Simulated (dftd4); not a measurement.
C7H15S, doublet, geometry from GFN2-xTB; D4 for blyp (dftd4 4.2.0).

Input for dftd4:
```
$ dftd4 mol.xyz --func blyp --charge 0 --json dftd4.json --noedisp

# file mol.xyz
23

C      2.53931107     1.23454430    -0.36407275
C      1.58833213     0.14022730    -0.03151812
C      1.99857434    -1.26684443    -0.29454751
S      0.19736028     0.53680713     0.88264592
C     -1.31331415    -0.14833590    -0.04348136
C     -1.19778917     0.26936125    -1.49895296
C     -1.40670294    -1.65735711     0.10896702
C     -2.49076052     0.53498104     0.63736467
H      2.11068103     2.20261739    -0.11921912
H      2.78066924     1.21537122    -1.43071290
H      3.48301943     1.12487421     0.17881211
H      3.08135614    -1.36291779    -0.19711890
H      1.74079591    -1.58560538    -1.31077506
H      1.52427942    -1.95145380     0.40525969
H     -2.06983731    -0.07389127    -2.05410738
H     -1.13801334     1.35256992    -1.58042535
H     -0.30718246    -0.15828216    -1.95442703
H     -1.32576456    -1.94058082     1.15635471
H     -2.36901801    -2.00439566    -0.26661464
H     -0.62387297    -2.15932212    -0.45245735
H     -3.42372128     0.23445199     0.16315982
H     -2.53043025     0.26199482     1.68942820
H     -2.39662999     1.61619635     0.56795422
```

It wrote (shortened):

```
                    ____  _____ _____     ____  _  _
      -------------|  _ \|  ___|_   _|---|  _ \| || |------------
     |             | | | | |_    | | ___ | | | | || |_           |
     |             | |_| |  _|   | ||___|| |_| |__   _|          |
     |             |____/|_|     |_|     |____/   |_|            |
     |             ===================================           |
     |            E. Caldeweyher, S. Ehlert & S. Grimme          |
     |          Mulliken Center for Theoretical Chemistry        |
     |                    University of Bonn                     |
      -----------------------------------------------------------

Rational (Becke-Johnson) damping: blyp-D4-ATM
---------------------
  s6         1.0000
  s8         2.3408
  s9         1.0000
  a1         0.4449
  a2         4.0933
 alp        16.0000
--------------------

Dispersion energy:      -4.9638658261074E-02 Eh

[Info] JSON dump of results written to 'dftd4.json'
```
